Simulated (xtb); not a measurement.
Sn(Cl)(Me) (CH3ClSn), SMILES [Cl][Sn][CH3] (connectivity only; charge and spin as stated), neutral, multiplicity 1. All values are semi-empirical tight-binding results from xtb (GFN2-xTB unless named), good for trends rather than for accurate numbers. Coordinates come from a GFN2-xTB optimisation.

Optimised geometry:

```xyz
6

Sn     0.1164     0.0871     0.5580
Cl    -1.0446    -1.0752    -1.1494
C      1.2637     1.4681    -0.8408
H      2.0226     2.0781    -0.3475
H      0.5737     2.1497    -1.3449
H      1.7612     0.8891    -1.6221
```

For metal compounds this method's bond lengths and energies can be far off.

Computed properties:
```json
{
 "orbital_gap": "3.02 eV",
 "zero_point_energy": "21.6 kcal/mol",
 "G − E(el) at 298.15 K (modified RRHO)": "2.3 kcal/mol"
}
```

Computed atomic charges and the Wiberg bond orders between heavy atoms:
charges (e) Sn1 0.35, Cl2 -0.27, C3 -0.22, H4 0.04, H5 0.05, H6 0.05. Bond orders Sn1–Cl2 1.23, Sn1–C3 1.08.
